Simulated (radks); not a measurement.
The numbers below are computed, except where a source is named.
Numerical settings for the promethium ion Pm3+, [Xe] 4f4. Code: a radial shooting solver on a logarithmic mesh with Libxc functionals. Model: scalar-relativistic Kohn-Sham, PBE, spin-polarised, spherical densities, point nucleus; open shells are filled with parallel spins first (spin-orbit coupling, left out, can overturn this in heavy ions). The defaults (mesh step 0.008 in ln r, mesh end at 40 bohr or more with all orbitals vanishing there, Anderson mixing 0.5 over 9 steps, residual threshold near 1e-9 with the energy settled to 1e-9 hartree or 1e-11 of itself, here a cap of 89 iterations) give E = -10019.2046 hartree and 4f at -32.830 eV in 15 iterations. Times are rough (one thread of a shared host). Changes against that run (0 stands for a change within the tolerance of the run):

mesh step in ln r 0.05: iterations 15; converged yes; E (mhartree) -0.00785; e(4f) (meV) -0.0657; CPU (s) 0.06
mesh step in ln r 0.012: iterations 15; converged yes; E (mhartree) 0; e(4f) (meV) 0; CPU (s) 0.19
mesh step in ln r 0.12: iterations 4; converged no; E (mhartree) diverged; CPU (s) 0.01
mesh end (bohr) 20: iterations 15; converged yes; E (mhartree) 0; e(4f) (meV) 0; CPU (s) 0.27
mesh end (bohr) 400: iterations 15; converged yes; E (mhartree) 0; e(4f) (meV) 0; CPU (s) 0.28
residual threshold 0.1: iterations 8; converged yes; E (mhartree) +0.000344; e(4f) (meV) -0.755; CPU (s) 0.18
residual threshold 1e-16: iterations 89; converged no; E (mhartree) 0; e(4f) (meV) 0; CPU (s) 0.72
mixing 2.5: iterations 17; converged yes; E (mhartree) 0; e(4f) (meV) 0; CPU (s) 0.31
linear mixing, mixing 0.8: iterations 89; converged no; E (mhartree) 0; e(4f) (meV) 0; CPU (s) 1.4
linear mixing, mixing 0.05: iterations 89; converged no; E (mhartree) -0.537; e(4f) (meV) -107; CPU (s) 1.5
mixing history 2: iterations 17; converged yes; E (mhartree) 0; e(4f) (meV) 0; CPU (s) 0.31
iteration cap 8: iterations 8; converged no; E (mhartree) -0.000513; e(4f) (meV) +0.232; CPU (s) 0.17

No run marked as converged misses the energy by more than 1 mhartree. A mesh that ends early acts as a hard wall.
